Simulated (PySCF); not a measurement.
C₅H₁₃BrSi (SMILES CC[Si](C)(Br)CC), singlet, geometry from GFN2-xTB, atoms displaced at random by about 0.03 Å a coordinate. Base run: TPSS/STO-3G, gradient in PySCF.

PySCF was given this input:
```python
from pyscf import gto, scf, dft

mol = gto.Mole()
mol.atom = '''
    C    -2.59667394   -0.60702768   -1.22210596
    C    -1.08787769   -0.79026131   -1.53733218
    Si    0.13552011    0.46752458   -0.58222710
    C    -0.41279211    2.20690073   -0.80339721
    Br   -0.07406889   -0.10641428    1.59454787
    C     1.96219873    0.07759333   -1.03480988
    C     2.40228748   -1.26864393   -0.85024861
    H    -2.84762178    0.40958571   -1.50082121
    H    -2.71325849   -0.71724746   -0.13997566
    H    -3.13367792   -1.28704360   -1.71616952
    H    -0.85960894   -1.78204858   -1.27079107
    H    -0.91333648   -0.68984629   -2.60084168
    H    -0.45695040    2.53538284   -1.85350965
    H    -1.40903500    2.39748491   -0.40813974
    H     0.25819695    2.91064093   -0.25466932
    H     2.07508932    0.39524298   -2.05125130
    H     2.58313982    0.78650800   -0.47247594
    H     2.23422479   -1.61413990    0.17309008
    H     1.84090962   -1.92126143   -1.58261251
    H     3.46453582   -1.40114901   -1.09990709
'''
mol.basis = 'sto-3g'
mol.verbose = 4
mol.build()

mf = dft.RKS(mol)
mf.xc = 'tpss'
mf.kernel()
g = mf.nuc_grad_method()
grad = g.kernel()
```

The coordinate followed is x of atom 18.

Variants of this job, named by their change:

| change | dE/dx (Eh/bohr) | net force (Eh/bohr) |
|---|---|---|
| base | 0.001343 | 0.000135 |
| conv_tol = 1e-4 | 0.001331 | 0.000135 |
| grids.level = 5; grid_response = off | 0.001341 | 0.000014 |
| density fitting = on | 0.001344 | 0.000135 |
| grids.level = 0; grid_response = on | 0.002405 | 0.000000 |
| finite difference step (bohr) = 0.01; conv_tol = 1e-11 | 0.001357 | - |
| finite difference step (bohr) = 0.2; conv_tol = 1e-11 | 0.000983 | - |
| density fitting = on; auxbasis_response = off | 0.001349 | 0.000504 |
| finite difference step (bohr) = 1e-3; conv_tol = 1e-11 | 0.001358 | - |
| grids.level = 0; grid_response = off | 0.001499 | 0.015806 |
| finite difference step (bohr) = 1e-4; conv_tol = 1e-11 | 0.001358 | - |
| finite difference step (bohr) = 1e-5; conv_tol = 1e-11 | 0.001358 | - |

The net force is zero for an exact gradient.
